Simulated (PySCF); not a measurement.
C3H9FSi2, SMILES F[SiH2]C1(CC1)[SiH3]. Geometry optimised at ωB97X-D3(BJ)/def2-SVP. This is a generated structure with no PubChem entry under its InChIKey; it may be hypothetical. Other conformers were not sampled.

Computed equilibrium geometry at ωB97X-D3(BJ)/def2-SVP (PySCF confirms it by a frequency run) as bond lengths and angles (one conformer of several):
Atoms: F1 Si2 C3 Si4 C5 C6 H7 H8 H9 H10 H11 H12 H13 H14 H15. Bond lengths (Å): F1–Si2 1.633, Si2–C3 1.847, Si2–H7 1.488, Si2–H8 1.490, C3–Si4 1.869, C3–C5 1.524, C3–C6 1.520, Si4–H9 1.495, Si4–H10 1.493, Si4–H11 1.491, C5–C6 1.492, C5–H12 1.095, C5–H13 1.097, C6–H14 1.095, C6–H15 1.095. Bond angles (°): F1–Si2–C3 109.9, F1–Si2–H7 106.7, F1–Si2–H8 108.4, C3–Si2–H7 111.4, C3–Si2–H8 109.6, H7–Si2–H8 110.8, Si2–C3–Si4 117.4, Si2–C3–C5 114.6, Si2–C3–C6 117.7, Si4–C3–C5 118.1, Si4–C3–C6 117.3, C5–C3–C6 58.7, C3–Si4–H9 108.4, C3–Si4–H10 110.4, C3–Si4–H11 111.1, H9–Si4–H10 109.2, H9–Si4–H11 109.0, H10–Si4–H11 108.7, C3–C5–C6 60.5, C3–C5–H12 118.0, C3–C5–H13 118.3, C6–C5–H12 118.6, C6–C5–H13 118.0, H12–C5–H13 113.7, C3–C6–C5 60.8, C3–C6–H14 117.8, C3–C6–H15 118.2, C5–C6–H14 118.1, C5–C6–H15 118.2, H14–C6–H15 113.8.
Charge 0, spin multiplicity 1.
